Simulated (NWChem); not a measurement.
Program: NWChem. System: HFSi, charge 0, spin multiplicity 1, at a geometry optimised with PBE0/def2-SVP. The structure started from a generated list of species. Level: PBE/6-31G* (spherical d).

Input file:

```
start mol
memory heap 200 mb stack 900 mb global 1100 mb
geometry units angstroms nocenter noautoz
  Si    -0.456019     0.403674     0.000000
  H      0.553675     1.575429     0.000000
  F      0.647844    -0.802985     0.000000
  symmetry group Cs
end
basis spherical
  * library 6-31g*
end
dft
  xc xpbe96 cpbe96
  semidirect memsize 60000000 filesize 0
  iterations 100
end
property
  dipole
  response 1 0.0
end
task dft property
```

Part of the output:

```
             Northwest Computational Chemistry Package (NWChem) 7.3.0
             --------------------------------------------------------

                                NWChem Input Module
                                -------------------

 Scaling coordinates for geometry "geometry" by  1.889725989
 (inverse scale =  0.529177249)

 Turning off AUTOSYM since
 SYMMETRY directive was detected!

                             Geometry "geometry" -> ""
                             -------------------------

 Output coordinates in angstroms (scale by  1.889725989 to convert to a.u.)

  No.       Tag          Charge          X              Y              Z
 ---- ---------------- ---------- -------------- -------------- --------------
    1 Si                  14.0000    -0.45601900     0.40367400     0.00000000
    2 H                    1.0000     0.55367500     1.57542900     0.00000000
    3 F                    9.0000     0.64784400    -0.80298500     0.00000000

 Effective nuclear repulsion energy (a.u.)      47.5611188159

            Nuclear Dipole moment (a.u.)
            ----------------------------
        X                 Y               Z
 ---------------- ---------------- ----------------
     0.0000094486    -0.0000000000     0.0000000000

      Symmetry information
      --------------------

 Group name             Cs
 Group number              2
 Group order               2
 No. of unique centers     3

      Symmetry unique atoms

     1    2    3


 Summary of "ao basis" -> "" (spherical)
 ------------------------------------------------------------------------------
       Tag                 Description            Shells   Functions and Types
 ---------------- ------------------------------  ------  ---------------------
 *                           6-31g*                   on all atoms

  pbe96 is a nonlocal functional; adding pw91lda local functional.
                              NWChem Property Module
                              ----------------------

                                 NWChem DFT Module
                                 -----------------

 Summary of "ao basis" -> "ao basis" (spherical)
 ------------------------------------------------------------------------------
       Tag                 Description            Shells   Functions and Types
 ---------------- ------------------------------  ------  ---------------------
 Si                          6-31g*                  8       18   4s3p1d
 H                           6-31g*                  2        2   2s
 F                           6-31g*                  6       14   3s2p1d

 Summary of "ao basis" -> "ao basis" (spherical)
 ------------------------------------------------------------------------------
       Tag                 Description            Shells   Functions and Types
 ---------------- ------------------------------  ------  ---------------------
 Si                          6-31g*                  8       18   4s3p1d
 H                           6-31g*                  2        2   2s
 F                           6-31g*                  6       14   3s2p1d

            General Information
            -------------------
          SCF calculation type: DFT
          Wavefunction type:  closed shell.
          No. of atoms     :     3
          No. of electrons :    24
           Alpha electrons :    12
            Beta electrons :    12
          Charge           :     0
          Spin multiplicity:     1
          Use of symmetry is: off; symmetry adaption is: off
          Maximum number of iterations: 100
          AO basis - number of functions:    34
                     number of shells:    16
          Convergence on energy requested:  1.00D-06
          Convergence on density requested:  1.00D-05
          Convergence on gradient requested:  5.00D-04

              XC Information
              --------------
          PerdewBurkeErnzerhof Exchange Functional  1.000
            Perdew 1991 LDA Correlation Functional  1.000 local
           PerdewBurkeErnz. Correlation Functional  1.000 non-local

             Grid Information
             ----------------
          Grid used for XC integration:  medium
          Radial quadrature: Mura-Knowles
          Angular quadrature: Lebedev.
          Tag              B.-S. Rad. Rad. Pts. Rad. Cut. Ang. Pts.
          ---              ---------- --------- --------- ---------
          Si                  1.10       88           7.0       590
          H                   0.35       45           7.0       434
          F                   0.50       49           7.0       434
          Grid pruning is: on
          Number of quadrature shells:   182
          Spatial weights used:  Erf1

          Convergence Information
          -----------------------
          Convergence aids based upon iterative change in
          total energy or number of iterations.
          Levelshifting, if invoked, occurs when the
          HOMO/LUMO gap drops below (HL_TOL):  1.00D-02
          DIIS, if invoked, will attempt to extrapolate
          using up to (NFOCK): 10 stored Fock matrices.

                    Damping( 0%)  Levelshifting(0.5)       DIIS
                  --------------- ------------------- ---------------
          dE  on:    start            ASAP                start
          dE off:    2 iters        100 iters           100 iters

      Screening Tolerance Information
      -------------------------------
          Density screening/tol_rho:  1.00D-10
          AO Gaussian exp screening on grid/accAOfunc:  14
          CD Gaussian exp screening on grid/accCDfunc:  20
[...]
------------------------------------------------------------
EAF file 0: "./mol.aoints.0" size=524288 bytes
------------------------------------------------------------
               write      read    awrite     aread      wait
               -----      ----    ------     -----      ----
     calls:        1         0         0         0         0
   data(b): 5.24e+05  0.00e+00  0.00e+00  0.00e+00
   time(s): 0.00e+00  0.00e+00  0.00e+00  0.00e+00  0.00e+00
rate(mb/s): 0.00e+00  0.00e+00
------------------------------------------------------------

   convergence    iter        energy       DeltaE   RMS-Dens  Diis-err    time
 ---------------- ----- ----------------- --------- --------- ---------  ------
 d= 0,ls=0.0,diis     1   -389.5943828720 -4.37D+02  4.60D-02  4.60D-01     0.7
 d= 0,ls=0.0,diis     2   -389.1222615531  4.72D-01  3.14D-02  5.39D+00     0.8
 d= 0,ls=0.0,diis     3   -389.6515012790 -5.29D-01  5.09D-03  7.38D-03     1.0
 d= 0,ls=0.0,diis     4   -389.6523323882 -8.31D-04  2.24D-03  2.38D-03     1.1
 d= 0,ls=0.0,diis     5   -389.6527407820 -4.08D-04  4.16D-04  5.08D-05     1.2
  Resetting Diis
 d= 0,ls=0.0,diis     6   -389.6527531594 -1.24D-05  7.30D-05  2.90D-06     1.3
 d= 0,ls=0.0,diis     7   -389.6527537696 -6.10D-07  1.32D-05  4.98D-08     1.4
 d= 0,ls=0.0,diis     8   -389.6527537513  1.83D-08  7.69D-06  2.48D-07     1.5

         Total DFT energy =     -389.652753751297
      One electron energy =     -635.699910105739
           Coulomb energy =      229.958399196489
    Exchange-Corr. energy =      -31.472361657904
 Nuclear repulsion energy =       47.561118815858

 Numeric. integr. density =       24.000003500782

     Total iterative time =      1.2s

                       DFT Final Molecular Orbital Analysis
                       ------------------------------------

 Vector   10  Occ=2.000000D+00  E=-3.702431D-01
              MO Center=  5.6D-01, -7.0D-01, -3.8D-10, r^2= 6.9D-01
   Bfn.  Coefficient  Atom+Function         Bfn.  Coefficient  Atom+Function
  ----- ------------  ---------------      ----- ------------  ---------------
    25      0.623313  3 F  pz                29      0.439000  3 F  pz
     9      0.164625  1 Si pz                13      0.088622  1 Si pz
     5     -0.068837  1 Si pz                15     -0.040916  1 Si d -1
    17     -0.040307  1 Si d  1

 Vector   11  Occ=2.000000D+00  E=-3.444882D-01
              MO Center=  2.2D-01, -1.5D-01,  3.3D-10, r^2= 1.9D+00
   Bfn.  Coefficient  Atom+Function         Bfn.  Coefficient  Atom+Function
  ----- ------------  ---------------      ----- ------------  ---------------
    24      0.519048  3 F  py                28      0.354220  3 F  py
     6     -0.268560  1 Si s                 10     -0.197609  1 Si s
     8     -0.167444  1 Si py                20     -0.146810  2 H  s
     7      0.136438  1 Si px                 2      0.133266  1 Si s
    19     -0.131897  2 H  s                 23      0.116064  3 F  px

 Vector   12  Occ=2.000000D+00  E=-2.083512D-01
              MO Center= -4.7D-01,  5.1D-01,  1.3D-09, r^2= 2.4D+00
   Bfn.  Coefficient  Atom+Function         Bfn.  Coefficient  Atom+Function
  ----- ------------  ---------------      ----- ------------  ---------------
    10     -0.401921  1 Si s                  7      0.395393  1 Si px
    20      0.378116  2 H  s                  6     -0.326162  1 Si s
    23     -0.238130  3 F  px                19      0.220836  2 H  s
    27     -0.185375  3 F  px                 3     -0.155068  1 Si px
    11      0.152600  1 Si px                 2      0.149073  1 Si s

 Vector   13  Occ=0.000000D+00  E=-1.238080D-01
              MO Center= -4.2D-01,  3.7D-01,  2.5D-09, r^2= 2.5D+00
   Bfn.  Coefficient  Atom+Function         Bfn.  Coefficient  Atom+Function
  ----- ------------  ---------------      ----- ------------  ---------------
     9      0.626802  1 Si pz                13      0.484945  1 Si pz
    25     -0.236014  3 F  pz                 5     -0.224851  1 Si pz
    29     -0.208810  3 F  pz                15      0.033147  1 Si d -1

 Vector   14  Occ=0.000000D+00  E=-1.864247D-02
              MO Center= -5.4D-01,  3.0D-01, -1.1D-09, r^2= 3.5D+00
   Bfn.  Coefficient  Atom+Function         Bfn.  Coefficient  Atom+Function
  ----- ------------  ---------------      ----- ------------  ---------------
    12      0.789787  1 Si py                26      0.454503  3 F  s
     8      0.402922  1 Si py                11     -0.310806  1 Si px
    20     -0.301651  2 H  s                  7     -0.156499  1 Si px
    23     -0.154229  3 F  px                27     -0.147841  3 F  px
     4     -0.142595  1 Si py                10     -0.138867  1 Si s

 Vector   15  Occ=0.000000D+00  E= 7.053681D-02
              MO Center= -2.2D-01,  5.4D-01, -1.5D-09, r^2= 3.7D+00
   Bfn.  Coefficient  Atom+Function         Bfn.  Coefficient  Atom+Function
  ----- ------------  ---------------      ----- ------------  ---------------
    20      1.335193  2 H  s                 11     -0.955041  1 Si px
    10     -0.653911  1 Si s                 12     -0.484216  1 Si py
     6     -0.404873  1 Si s                  7     -0.311969  1 Si px
     8     -0.282772  1 Si py                26      0.266248  3 F  s
    19      0.194008  2 H  s                 28      0.165046  3 F  py

 center of mass
 --------------
 x =   0.00425319 y =  -0.09350001 z =   0.00000000

 moments of inertia (a.u.)
 ------------------
          68.538470520842          50.526174462347           0.000000000000
          50.526174462347          50.352974729268           0.000000000000
           0.000000000000           0.000000000000         118.891445250110

     Multipole analysis of the density
     ---------------------------------

     L   x y z        total         alpha         beta         nuclear
     -   - - -        -----         -----         ----         -------
     0   0 0 0     -0.000000    -12.000000    -12.000000     24.000000

     1   1 0 0     -0.106391     -0.053200     -0.053200      0.000009
     1   0 1 0      0.274943      0.137472      0.137472     -0.000000
     1   0 0 1     -0.000000     -0.000000     -0.000000      0.000000

     2   2 0 0    -15.531549    -20.255963    -20.255963     24.980378
     2   1 1 0     -0.212838     11.297360     11.297360    -22.807558
     2   1 0 1      0.000000      0.000000      0.000000      0.000000
     2   0 2 0    -14.290604    -26.011910    -26.011910     37.733217
     2   0 1 1     -0.000000     -0.000000     -0.000000      0.000000
     2   0 0 2    -11.803261     -5.901630     -5.901630      0.000000

 *** CALLING NEW AORESP DRIVER FOR CLOSED AND OPEN SHELLS ***
 Entering AOResponse driver routine

--------------------------------------------------------------------------------

          ****************
          *** RESPONSE ***
          ****************

 Response module for NWChem and dynamic CPKS solver

          -----------------------------------------------
          Solving response equations for perturbing field
          -----------------------------------------------

 number of frequencies:     1
 frequency in a.u.:  0.0000000E+00
 Perturbing field: electric
 Using El. Dipole Length Gauge

 Setting up CPKS with frequency omega =      0.00000000 a.u.

 STATIC response

                                NWChem CPHF Module
                                ------------------

  scftype          =     RHF
  nclosed          =       12
  nopen            =        0
  variables        =      264
  # of vectors     =        3
  tolerance        = 0.10D-03
  level shift      = 0.00D+00
  max iterations   =       50
  max subspace     =       30

  int2e_file: Failed to allocate cache ... halving
 SCF residual:    6.1431666218585848E-005

Iterative solution of linear equations
  No. of variables      264
  No. of equations        3
  Maximum subspace       30
        Iterations       50
       Convergence  1.0D-04

   iter   nsub   residual    time
   ----  ------  --------  ---------
     1      3    4.56D+00       2.8
     2      6    2.87D+00       3.7
     3      9    2.59D-01       4.7
     4     12    4.18D-02       5.6
     5     15    1.43D-03       6.5
     6     18    9.54D-05       7.5

 Electric Dipole Response Matrix (nonzero elements):

              1        2        3
    1   23.0313   2.4927   0.0000
    2    2.4927  28.7056  -0.0000
    3    0.0000  -0.0000  22.5263

 ------------------------------------------
 average:        24.75440 + I       0.00000

 DFT Linear Response polarizability / au
 Frequency  =       0.0000000 / au
 Wavelength = -999999.0000000 / nm
              X              Y              Z
 -----------------------------------------------
 X      23.0312579      2.4926849      0.0000001
 Y       2.4926897     28.7056484     -0.0000000
 Z       0.0000001     -0.0000000     22.5262997
 -----------------------------------------------
 Eigenvalues =      22.0917940     29.6451123     22.5262997
 Isotropic   =      24.7544020
 Anisotropic =       7.3457099
 -----------------------------------------------

 Magnetic Dipole Response Matrix (nonzero elements):
 Optical rotation tensor Beta

 *** static G'=0. Use GPRIME input with finite omega
 *** or better ORBETA without GPRIME for small or zero freq.

 zero matrix

 ------------------------------------------
 average:         0.00000 + I       0.00000

 Exiting AOResponse driver routine

          -------------
          Dipole Moment
          -------------

 Center of charge (in au) is the expansion point
         X =       0.0000004 Y =      -0.0000000 Z =       0.0000000

   Dipole moment        0.2948097378 A.U.
             DMX       -0.1063907907 DMXEFC        0.0000000000
             DMY        0.2749432326 DMYEFC        0.0000000000
             DMZ       -0.0000000096 DMZEFC        0.0000000000
   -EFC- dipole         0.0000000000 A.U.
   Total dipole         0.2948097378 A.U.

   Dipole moment        0.7493372736 Debye(s)
             DMX       -0.2704204605 DMXEFC        0.0000000000
             DMY        0.6988412725 DMYEFC        0.0000000000
             DMZ       -0.0000000244 DMZEFC        0.0000000000
   -EFC- dipole         0.0000000000 DEBYE(S)
   Total dipole         0.7493372736 DEBYE(S)

 1 a.u. = 2.541766 Debyes

 Task  times  cpu:        7.5s     wall:        7.5s

 Total times  cpu:        7.5s     wall:        7.5s
```
